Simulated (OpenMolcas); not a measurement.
# Run times for triplet CH5FOSn

The species is CH5FOSn (9 atoms), meant as a triplet with charge 0. SMILES of the parent species: `C[O][SnH2][F]`. Geometry: relaxed at PBE0-D4/def2-TZVP. This is one conformer, not always the lowest. That shape belongs to the parent species and isn't relaxed for this state.

```xyz
9

C     0.5185    1.3729    0.0701
O     0.8680    0.0818   -0.3738
Sn   -0.3995   -1.3884   -0.2438
F    -0.6974   -1.6294    1.6405
H     1.3133    2.0605   -0.2311
H    -0.4206    1.7317   -0.3734
H     0.4221    1.4182    1.1609
H    -1.9160   -0.9243   -0.8599
H     0.3999   -2.7691   -0.8064
```

Program: OpenMolcas 26.06. Hardware: 1 thread of Intel Xeon 6975P-C (Granite Rapids), shared host, so times are rough. Two-electron integrals are exact unless an approximation is named.

Question: Estimate their order by wall time, quickest first.
A. energy at USVWN5/def2-SVP (core potential), grid UltraFine
B. energy at UHF/def2-SVP (core potential)
C. energy at UHF/STO-3G

Answer: C (2 s), B (14 s), A (44 s).
